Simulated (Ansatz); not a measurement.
Ansatz (a quantum-chemistry and plane-wave program) input:

Ansatz 0.2 input:
```yaml
crystal:
  periodic: [false, false, false]
  atoms:
    - {symbol: Si, position_ang: [2.20074870, -0.00118711, -0.06325699]}
    - {symbol: Si, position_ang: [-0.21911306, 0.00139715, 0.01030625]}
    - {symbol: H, position_ang: [-0.64324312, 1.37927169, -0.27099368]}
    - {symbol: H, position_ang: [-0.59497188, -0.43116571, 1.36270452]}
    - {symbol: H, position_ang: [-0.66873382, -0.94228492, -1.02153934]}
basis:
  gaussian:
    orbitals: def2-TZVP
hamiltonian:
  xc: b3lyp
  dispersion: d3bj
total_charge: 1
relax: {f_tol: 0.002, max_steps: 150}
```

Q: Which total energy does the run end on?

A: -580.46872 Eh (B3LYP-D3(BJ)/def2-TZVP). The basis has 92 functions.
